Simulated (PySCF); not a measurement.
Isomers of C5H10GeSi. Level of theory: PySCF, TDDFT B3LYP/def2-SVPD, vertical, gas phase, core orbitals frozen in the response. Geometries: PBE0-D3(BJ)/def2-SVP; one conformer of each isolated species. Triplets are in the Tamm–Dancoff approximation. Relativistic effects are left out although some hold elements past zinc.

A. `C=[C](C)[GeH2][C]#C[SiH3]`
B. `C#C/C=[CH]\[GeH2][CH2][SiH3]`
C. `C([SiH2]CC=C)#[C][GeH3]`
D. `[SiH3]CC1=[CH][GeH2][CH]=C1`

Lowest singlet levels (six at most, fewer where fewer were computed) with oscillator strengths:

1. 289 nm (f 0.043); 226 nm (f 0.006); 219 nm (f 0.000); 212 nm (f 0.074); 209 nm (f 0.007); 207 nm (f 0.008); T1 2.75 eV
2. 224 nm (f 0.000); 218 nm (f 0.006); 217 nm (f 0.000); 205 nm (f 0.019); 200 nm (f 0.011); 197 nm (f 0.020); T1 4.29 eV
3. 248 nm (f 0.002); 243 nm (f 0.226); 212 nm (f 0.005); 210 nm (f 0.006); 208 nm (f 0.009); 196 nm (f 0.002); T1 3.25 eV
4. 226 nm (f 0.007); 223 nm (f 0.030); 219 nm (f 0.006); 212 nm (f 0.016); 209 nm (f 0.008); 195 nm (f 0.062); T1 4.26 eV

**Question.** Match each spectrum to its molecule.

**Answer.** 1 = D, 2 = A, 3 = B, 4 = C.
- A: S1 at 5.54 eV, HOMO-1→LUMO+1 (44%), HOMO-2→LUMO (39%); Löwdin shares by element: HOMO carbon 79% or more (atoms not listed hold the other 21%); LUMO carbon 61% or more (atoms not listed hold the other 39%); HOMO -7.48 and LUMO -0.76 eV.
- B: S1 at 5.01 eV, HOMO-1→LUMO (97%); Löwdin shares by element: HOMO carbon 85% or more (atoms not listed hold the other 15%); LUMO carbon 77% or more (atoms not listed hold the other 23%); HOMO -7.05 and LUMO -1.64 eV.
- C: S1 at 5.49 eV, HOMO→LUMO+1 (42%), HOMO-2→LUMO+1 (22%), HOMO-1→LUMO (15%); Löwdin shares by element: HOMO carbon 74% or more, silicon 7% (atoms not listed hold the other 19%); LUMO carbon 50% or more, silicon 14%, germanium 12% (atoms not listed hold the other 24%); HOMO -6.98 and LUMO -0.68 eV.
- D: S1 at 4.29 eV, HOMO→LUMO (97%); Löwdin shares by element: HOMO carbon 81% or more (atoms not listed hold the other 19%); LUMO carbon 71% or more (atoms not listed hold the other 29%); HOMO -6.37 and LUMO -1.57 eV.
A and C have S1 within 0.05 eV of each other; their strongest listed levels stand at 6.31 eV (f 0.020) and 6.34 eV (f 0.062).
